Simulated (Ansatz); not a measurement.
`CBBN` → `BBN` + `[CH2]` (triplet) at 500 K and 1 bar (formal loss of a carbene).

Gas-phase electronic energies from Ansatz, PBE0-D4/def2-TZVP geometries. CBS: MP2 limit from def2 TZ/QZ plus the TZ coupled-cluster correction, frozen cores. This one scheme is used for every species. Triplets are unrestricted, without spin–orbit coupling. One conformer a species, not always the lowest.

| species | CCSD(T)/CBS energy (Eh) | H − E (kJ/mol) | S (J/(mol·K)) |
| --- | --- | --- | --- |
| `CBBN` | -146.57531 | 274.6 | 377.4 |
| `BBN` | -107.29684 | 188.9 | 317.4 |
| `[CH2]` (triplet) | -39.09499 | 62.7 | 213.9 |

H − E and S are ideal-gas, rigid-rotor, harmonic terms from PBE0-D4/def2-TZVP, for one conformer and one mirror image of each species, with the whole ground term of open shells counted as degenerate. 1 Eh = 2625.50 kJ/mol, R = 8.31446 J/(mol·K).

**Question.** By hand: ΔE, ΔH, ΔS and ΔG.

**Answer.** ΔE = (-107.29684) + (-39.09499) − (-146.57531) = 0.18348 Eh = 481.7 kJ/mol. Δ(H − E) = 188.9 + 62.7 − 274.6 = -23.0, so ΔH = 458.7 kJ/mol. ΔS = 317.4 + 213.9 − 377.4 = 153.9 J/(mol·K). ΔG = 458.7 − 500 × (153.9)/1000 = 381.8 kJ/mol.

**Question.** By hand: the equilibrium constant, and the temperature at which ΔG would vanish if ΔH and ΔS stayed fixed.

**Answer.** log₁₀ K = −ΔG/(RT ln 10) = -39.9. ΔG = 0 at ΔH/ΔS = 2981 K, far beyond where these terms or the molecules hold.

The number of gas molecules changes by +1, which sets the sign of ΔS. A doubt of 5 kJ/mol in ΔE shifts log₁₀ K by 0.5 here. Other conformers and mirror images would add mixing entropy, several J/(mol·K) or more a flexible species. A triplet takes part, so the spin changes. These are equilibria of isolated gas molecules and say nothing of rates. Largest T1 diagnostic: 0.013 (customary marks: 0.02 for closed shells, 0.045 for open ones).
